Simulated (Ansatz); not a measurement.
## Redistribution: C3H5Br + CHBr2F → C3H5F + CHBr3

Gas-phase species: C3H5Br (allyl bromide) `C=CCBr`, singlet; CHBr2F `FC(Br)Br`, singlet; C3H5F (allyl fluoride) `C=CCF`, singlet; CHBr3 (bromoform) `BrC(Br)Br`, singlet. The partners trade Br for F; both sit on C, so the bond types are kept.

Shapes, held fixed at every level: PBE0-D4/def2-TZVP. Flexible molecules stand in one conformer, not always the lowest. Programs: Ansatz 0.2.0. Electronic energies: no zero-point or thermal term.

```csv
level,kind,ΔE (kJ/mol),less CCSD(T)/def2-TZVPP
HF/def2-TZVPP,Hartree–Fock,+31.0,+4.9
PBE-D4/def2-TZVPP,GGA,+31.7,+5.6
r2SCAN-D4/def2-TZVPP,meta-GGA,+35.4,+9.3
B3LYP-D4/def2-TZVPP,global hybrid,+29.2,+3.1
wB97M-V/def2-TZVPP,range-separated hybrid,+28.7,+2.6
B2PLYP/def2-TZVPP,double hybrid,+28.0,+1.9
CCSD/def2-TZVPP,coupled cluster or CI,+26.0,-0.1
CCSD(T)/def2-TZVPP,coupled cluster or CI,+26.1,0.0
```

The highest level, CCSD(T)/def2-TZVPP, gives ΔE = +26.1 kJ/mol; the levels span +26.0 to +35.4. The column of differences is taken from that level and isn't an error. No measured value is set beside it here. Relativity is left out for Br. Outer-core shells of Br are correlated, in sets that cover them unevenly.
